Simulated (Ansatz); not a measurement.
Input file for Ansatz (a quantum-chemistry and plane-wave program): R-CCSD(T)/def2-SVP on H4OPbSi (SMILES [OH][Pb][SiH3]), a point of a torsion scan. Elements past Kr take the def2 small-core potentials; no spin–orbit coupling. The run froze 15 orbitals, filled d shells among them.

Ansatz 0.2 input:
```yaml
crystal:
  periodic: [false, false, false]
  atoms:
    - {symbol: O, position_ang: [2.46678809, 0.03441396, -0.34741088]}
    - {symbol: Pb, position_ang: [1.23341973, -1.48740157, 0.51228027]}
    - {symbol: Si, position_ang: [-1.04431939, -0.07894894, 0.36887129]}
    - {symbol: H, position_ang: [2.14325531, 0.88496239, -0.62872649]}
    - {symbol: H, position_ang: [-1.69085239, -0.06079920, -0.94872200]}
    - {symbol: H, position_ang: [-2.11286009, -0.58226614, 1.24463332]}
    - {symbol: H, position_ang: [-0.96652746, 1.34225833, 0.71641135]}
basis:
  gaussian:
    orbitals: def2-SVP
magnetization: {spin_polarized: false}
correlation: {method: ccsd_t, electrons: outside_noble_gas}
scf: {lower_state_search: off}
```

Program output:

```
WARN ansatz: RAYON_NUM_THREADS=1 ignored (pool sized by the plan → 1); use --threads N
Functional definition: HF
these checks for a lower state are left out or cut short: stability, starts, cluster_reference, orbital_swaps, neighbouring_geometries, increment
integrals: 0.07 GiB planned
850 factors; integrals over basis functions are off by at most 1.1e-3 eV
mean field: 0.20 GiB planned
mean field evaluation 1: about -15174.2899 eV, gradient 4.0e1 eV
mean field evaluation 2: about -15174.3396 eV, gradient 4.0e1 eV
mean field evaluation 4: about -15178.0477 eV, gradient 3.0e0 eV
mean field evaluation 8: about -15178.1154 eV, gradient 2.0e-1 eV
mean field -15178.11593325 eV, -557.7854724505 hartree, gradient 3.9e-6 eV, S^2 0.000000; 0 other end points of the search recorded, 0 dependent functions left out
15 core orbitals not correlated, not the lowest: weight in the atoms' cores, before any rotation towards them, 0.905 or more for the frozen orbitals, at most 0.100 for the correlated occupied ones
reference -15178.11593325 eV, -557.7854724505 hartree; 9, 9 occupied and 54, 54 virtual orbitals, 850 factors
second order -9.77016848 eV of doubles, -0.00000000 eV of singles
coupled cluster: 0.16 GiB planned
cycle   1  -10.26734174 eV  change   -5.0e-1 eV  update   1.2e-1
cycle   2  -10.61390859 eV  change   -3.5e-1 eV  update   4.7e-2
cycle   3  -10.77173397 eV  change   -1.6e-1 eV  update   3.3e-2
cycle   4  -10.77092889 eV  change    8.1e-4 eV  update   1.1e-2
cycle   5  -10.76530341 eV  change    5.6e-3 eV  update   6.1e-3
cycle   6  -10.76651330 eV  change   -1.2e-3 eV  update   2.4e-3
cycle   7  -10.76623230 eV  change    2.8e-4 eV  update   9.5e-4
cycle   8  -10.76617804 eV  change    5.4e-5 eV  update   3.1e-4
cycle   9  -10.76636019 eV  change   -1.8e-4 eV  update   1.5e-4
cycle  10  -10.76635973 eV  change    4.6e-7 eV  update   5.4e-5
cycle  11  -10.76634363 eV  change    1.6e-5 eV  update   2.3e-5
cycle  12  -10.76635601 eV  change   -1.2e-5 eV  update   9.5e-6
perturbative correction -0.29496925 eV, -0.0108399202 hartree
Total energy: -15189.17725852 eV, -558.1919686564 hartree
Checks for a lower state left out: stability, starts, cluster_reference, orbital_swaps, neighbouring_geometries, increment
```

The calculation finished and met its thresholds.

Cost: about 2.6 core-seconds (a rough figure).
